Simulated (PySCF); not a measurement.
A GIAO shielding run with PySCF 2.14 (density fitting, non-relativistic, gas phase) on `C([SiH2]C)(C)=O`, C3H8OSi:

```
{"job": {"kind": "nmr", "xc": "PBE0", "basis": "aug-cc-pVDZ", "pop": true}, "charge": 0, "multiplicity": 1}
C     -2.230107     0.020752    -0.046835
Si    -0.636354     0.283007     0.894156
C      0.824311    -0.194123    -0.296751
C      2.235933     0.220148     0.025720
O      0.558406    -0.845840    -1.283399
H     -2.305722     0.740796    -0.875476
H     -3.114258     0.132804     0.597919
H     -2.226873    -0.990173    -0.481354
H     -0.471025     1.692520     1.374605
H     -0.533817    -0.614426     2.089897
H      2.936850    -0.232664    -0.690005
H      2.314707     1.319169    -0.019840
H      2.496827    -0.073520     1.055590
```

Hardware: 1 thread of an Arm Neoverse V2, shared host. The job also computes population analyses, field gradients.

Problem. How large is the calculation?

Solution. 48 electrons, 191 basis functions and 632 auxiliary functions.

Problem. How long does it take?

Solution. 16 s of wall time, with 13 SCF cycles and 5 response iterations. Times on a shared host scatter by some tens of per cent.

Problem. And these other runs on the same molecule and hardware: GIAO shielding at PBE0/IGLO-III; GIAO shielding at PBE0/cc-pVDZ; GIAO shielding at PBE0/cc-pVTZ; GIAO shielding at PBE0/pcSseg-0?

Solution. PBE0/IGLO-III: 264 functions, 24 s; PBE0/cc-pVDZ: 114 functions, 8.4 s; PBE0/cc-pVTZ: 266 functions, 28 s; PBE0/pcSseg-0: 65 functions, 3.9 s.
